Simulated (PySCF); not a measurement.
Compound: C7H5F3.
SMILES with atom numbers: `[F:1][C:2]([F:3])=[C:4]([F:5])[C:6]1=[CH:7][CH:8]=[CH:9][CH2:10]1`

Structure used (GFN2-xTB), in Å, numbered top down from 1:
```xyz
15
C7H5F3 angstrom
F      2.5322   -1.0959    0.6421
C      2.5484    0.0353   -0.0607
F      3.7946    0.4126   -0.3123
C      1.4445    0.6861   -0.4499
F      1.6292    1.8217   -1.1583
C      0.0829    0.3116   -0.1971
C     -1.0218    0.9878   -0.6031
C     -2.1952    0.2925   -0.1518
C     -1.8287   -0.8061    0.5290
C     -0.3422   -0.9051    0.5685
H     -1.0314    1.8993   -1.1725
H     -3.1984    0.6264   -0.3448
H     -2.4715   -1.5316    0.9913
H      0.0376   -0.8997    1.5918
H      0.0155   -1.8269    0.1059
```

Definitions: NICS(0) = −σiso at the ring centroid; NICS(1) = −σiso and NICS(1)zz = −σzz at ±1 Å along the ring normal z. Level: GIAO PBE0/pcSseg-1 (PySCF, non-relativistic, gas phase) on the GFN2-xTB geometry, one conformer.

Ring bond lengths (Å), with Mayer bond orders in brackets: C6–C7 1.357 (1.66), C7–C8 1.437 (1.14), C8–C9 1.343 (1.75), C9–C10 1.490 (1.07), C10–C6 1.499 (1.03).

Problem. What do the NICS probes read (ppm)?

Solution. 
| ring | type | NICS(0) | NICS(1), two faces | NICS(1)zz, two faces | rms pucker (Å) | centre to ring atoms, mean (Å) |
| --- | --- | --- | --- | --- | --- | --- |
| C6–C7–C8–C9–C10 | 5-membered carbocycle; formal bonds 2 double, 3 single | -2.6 | -5.4 / -5.4 | -10.8 / -10.8 | 0.00 | 1.21 |

Problem. What can be read from them?

Solution. 
- C6–C7–C8–C9–C10: mean NICS(1)zz -10.8 ppm, shielded. C10 has four or more neighbours; no verdict on aromaticity is drawn.

Problem. At the first NICS(1) probe listed for ring C6–C7–C8–C9–C10, 1 Å off the ring, what do the in-plane components average?

Solution. The isotropic value is a third of the trace: (3 × -5.4 − (-10.8))/2 = -2.7 ppm.
